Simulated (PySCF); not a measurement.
Geometries of 2 isomers of C3H4Se, from PySCF, PBE0-D3(BJ)/def2-SVP geometry optimisation, gas phase. One conformer each, no zero-point energy, no frequencies.

Problem. Which isomer lies lower at this level?
A.
```xyz
8
angstrom
C     -1.269    0.030   -0.213
C     -0.016   -0.426   -0.027
C      1.146    0.325   -0.430
Se     2.818   -0.197   -0.220
H     -1.456    1.000   -0.685
H     -2.140   -0.551    0.098
H      0.161   -1.398    0.445
H      0.944    1.297   -0.904
```
B.
```xyz
8
angstrom
C      1.902   -0.154    0.181
C      0.735   -0.386   -0.049
C     -0.664   -0.655   -0.301
Se    -1.732    0.962   -0.657
H      2.937    0.056    0.376
H     -1.122   -1.201    0.536
H     -0.790   -1.268   -1.207
H     -1.408    1.587    0.635
```

Solution. A. That is `C=CC=[Se]`, 20.6 kcal/mol below the other.

| SMILES | atoms numbered as above | E (Eh) | relative (kcal/mol) | relative (kJ/mol) | dipole (D) |
| --- | --- | --- | --- | --- | --- |
| C=CC=[Se] | [CH2:1]=[CH:2][CH:3]=[Se:4] | -2517.42710 | 0.0 | 0.0 | 2.67 |
| C#CC[SeH] | [CH:1]#[C:2][CH2:3][SeH:4] | -2517.39423 | 20.6 | 86.3 | 0.94 |

As drawn, the lower has a C=C bond outside aromatic rings, which the higher lacks; the higher has a C≡C bond, which the lower lacks.
